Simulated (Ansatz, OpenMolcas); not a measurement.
# GeH3Br (SMILES [GeH3][Br]): the electronic atomisation energy, rung by rung

The species is GeH3Br (5 atoms), meant as a singlet with charge 0. As SMILES, `[GeH3][Br]`. The coordinates come from a PBE0-D4/def2-TZVP relaxation.

Each level gives the electronic atomisation energy (eV). The values are calculated. Electronic energies at fixed atoms, without zero-point motion or spin-orbit coupling.

```tsv
level	kind	program	value (eV)	less CCSD(T)/aug-cc-pVDZ	CPU time (all runs)
SVWN5/aug-cc-pVDZ	LDA	OpenMolcas	14.12	+1.97	33 s
PBE/aug-cc-pVDZ	GGA	OpenMolcas	12.32	+0.17	43 s
M06-L/aug-cc-pVDZ	meta-GGA	OpenMolcas	12.66	+0.51	90 s
TPSS/aug-cc-pVDZ	meta-GGA	OpenMolcas	12.87	+0.72	54 s
B3LYP/aug-cc-pVDZ	global hybrid	Ansatz	12.30	+0.15	18 s
M06-2X/aug-cc-pVDZ	hybrid meta-GGA	OpenMolcas	12.18	+0.03	49 s
CAM-B3LYP/aug-cc-pVDZ	range-separated hybrid	Ansatz	12.42	+0.27	18 s
B2PLYP/aug-cc-pVDZ	double hybrid	Ansatz	12.26	+0.11	23 s
RPA@PBE/aug-cc-pVDZ	RPA	Ansatz	11.42	-0.73	22 s
CCSD(T)/aug-cc-pVDZ	coupled cluster or CI	Ansatz	12.15	0.00	36 s
```

CCSD(T)/aug-cc-pVDZ is the highest level here, not the true value. All-electron rows without a relativistic Hamiltonian named are non-relativistic. The values span 11.42 to 14.12 eV. In the correlated wave-function rows the outer d shell of Br, Ge is correlated, in sets not made for it. CPU times are rough (shared hosts, several kinds of processor): they show what a rung costs within a factor of a few.
